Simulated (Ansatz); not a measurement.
Reaction (formal exchange of groups at the Si–O bond): `OC[SiH](O)S` + CH₄ → `C[SiH](S)CO` + H₂O

Isolated molecules relaxed with PBE0-D4/def2-TZVP in Ansatz; ΔE leaves out vibrations. CCSD(T)/CBS is the MP2 limit (def2-TZVPP, def2-QZVPP) plus CCSD(T) − MP2 in def2-TZVPP, frozen cores. This one scheme is used for every species. DFT in def2-TZVPP. B3LYP here is the variant with VWN-RPA as its local correlation; programs differ in this. One conformer a species, not always the lowest.

| level | ΔE (kcal/mol) | difference from CCSD(T)/CBS |
| --- | --- | --- |
| PBE-D4 | 22.3 | -1.4 |
| r2SCAN-D4 | 25.2 | 1.5 |
| PBE0-D4 | 22.6 | -1.1 |
| B3LYP-D4 | 25.1 | 1.4 |
| ωB97X-V | 24.7 | 1.0 |
| ωB97M-V | 24.5 | 0.8 |
| B2PLYP | 25.8 | 2.1 |
| PBE | 22.9 | -0.8 |
| r2SCAN | 25.4 | 1.7 |
| PBE0 | 23.1 | -0.6 |
| B3LYP | 25.9 | 2.2 |
| HF/def2-TZVPP | 28.3 | 4.6 |
| MP2/def2-TZVPP | 24.4 | 0.7 |
| SCS-MP2/def2-TZVPP | 25.3 | 1.6 |
| CCSD/def2-TZVPP | 24.6 | 0.9 |
| CCSD(T)/def2-TZVPP | 24.2 | 0.5 |
| HF/def2-QZVPP | 28.3 | 4.6 |
| MP2/def2-QZVPP | 24.1 | 0.4 |
| SCS-MP2/def2-QZVPP | 25.0 | 1.3 |
| HF/CBS(def2) | 28.3 | 4.6 |
| MP2/CBS(def2) | 23.8 | 0.1 |
| CCSD/CBS(def2) | 24.1 | 0.4 |
| CCSD(T)/CBS | 23.7 | 0 |

Largest T1 diagnostic among the species: 0.011.

The D4 term adds −0.8 kcal/mol with B3LYP and −0.5 kcal/mol with PBE0; it sums over pairs of atoms, weighted by their polarisabilities, and B3LYP, whose exchange is more repulsive, gets the larger term. In def2-TZVPP, CCSD(T) changes the Hartree–Fock value by −4.1 kcal/mol (the triples alone add −0.4 kcal/mol) and MP2 by −3.9 kcal/mol.
